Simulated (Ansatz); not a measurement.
**Energy profile**

The step: TiClF₃ ([F][Ti]([F])([F])[Cl]) + H₂ → TiHF₃ ([F][TiH]([F])[F]) + HCl; bonds formed: Ti1–H7, Cl2–H6; bonds broken: Ti1–Cl2, H6–H7 (atoms numbered as in the saddle structure below).

| atom | x (Å) | y (Å) | z (Å) |
| --- | --- | --- | --- |
| Ti1 | -0.4520 | 0.3916 | -0.0219 |
| Cl2 | 1.5064 | -1.2354 | -0.9559 |
| F3 | -1.5651 | -0.5611 | -0.9598 |
| F4 | -1.4518 | 1.1839 | 1.1592 |
| F5 | 0.3828 | 1.6924 | -0.8206 |
| H6 | 1.1581 | -1.0231 | 0.3642 |
| H7 | 0.4217 | -0.4483 | 1.2347 |

Electronic energies by CCSD(T) at an estimated basis limit (MP2 extrapolated from triple and quadruple zeta, plus CCSD(T) − MP2 in triple zeta), on PBE0-D4/def2-TZVP structures; TiH2ClF3, singlet; no counterpoise correction. Program: Ansatz 0.2.0. Basis: def2-TZVPP and def2-QZVPP. Cores are frozen in the correlated methods. Extrapolation: Hartree–Fock as exp(−7.88 √X), correlation as X^−2.97.

Question: Give the profile in eV, counted from the separated reactants. (To be estimated.)

Answer: By the calculation:
```json
{"point": "separated: TiClF3 (linked as [F][Ti]([F])([F])[Cl]; Ti1, Cl2, F3, F4, F5; singlet) + H2 (H6, H7; singlet)", "eV": "0.000"}
{"point": "start structure", "eV": "-0.044"}
{"point": "saddle", "eV": "1.762"}
{"point": "end structure", "eV": "1.496"}
{"point": "separated: TiHF3 (linked as [F][TiH]([F])[F]; Ti1, F3, F4, F5, H7; singlet) + HCl (Cl2, H6; singlet)", "eV": "1.633"}
```

No T1 diagnostic of these runs exceeds 0.025.

For scale, one of the runs: CCSD(T)/def2-TZVPP, 227 basis functions, launched by `ansatz run in.yaml --threads 8 --pin off --events-out ev --progress --plain --max-ram 19148MiB`. The run took 96 s on 8 CPU threads of a Oxide Virtual Turin-like (shared host), with 4.3 GiB of host memory at its peak.
